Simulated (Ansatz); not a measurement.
Calculated with Ansatz (gas phase, PBE0-D4/def2-TZVP geometries, no zero-point term in ΔE). CCSD(T)/CBS is the MP2 limit (def2-TZVPP, def2-QZVPP) plus CCSD(T) − MP2 in def2-TZVPP, frozen cores. This one scheme is used for every species. DFT in def2-TZVPP. B3LYP here is the variant with VWN-RPA as its local correlation; programs differ in this. Elements past krypton have def2 core potentials. For In outer-core shells are correlated without core-valence functions, which leaves a few kJ/mol of doubt a bond. One conformer a species, not always the lowest.

Reaction (formal hydrolysis of the In–F bond): `[F][In]([SH])[SH]` + H₂O → `[OH][In]([SH])[SH]` + H–F

Is it downhill or uphill in electronic energy at CCSD(T)/CBS, and by how much? (An estimate is asked.)

Ansatz gave: Uphill: ΔE = +29.8 kJ/mol.

What do these levels give: BLYP-D4, B3LYP-D4, r2SCAN0-D4, revPBE, BHLYP, SCS-MP2/def2-TZVPP? (Best estimate.)

Ansatz gave: BLYP-D4 37.3, B3LYP-D4 36.7, r2SCAN0-D4 35.5, revPBE 37.8, BHLYP 40.0, SCS-MP2/def2-TZVPP 28.0 kJ/mol.

What do rigid-rotor, harmonic-oscillator terms from PBE0-D4/def2-TZVP frequencies (298.15 K, 1 bar) make of the CCSD(T)/CBS value? (An estimate is asked.)

Computed: ΔZPE = -2.1 kJ/mol, ΔH = +28.0 kJ/mol, ΔS = -7 J/(mol·K), ΔG = +30.0 kJ/mol.

Largest T1 diagnostic among the species: 0.015.

In def2-TZVPP, CCSD(T) changes the Hartree–Fock value by −14.7 kJ/mol (the triples alone add −1.9 kJ/mol) and MP2 by −18.5 kJ/mol. Leaving LDA and LC-ωPBE aside and taking each functional with its dispersion term where it has one, the values, not all of them listed here, spread over 10.1 kJ/mol, from PBE-QIDH to B97M-V. LDA lies −6.5 kJ/mol from PBE without D4. At CCSD(T), def2-SVP lies +8.9 kJ/mol from the extrapolated value and def2-TZVPP −1.8 kJ/mol.
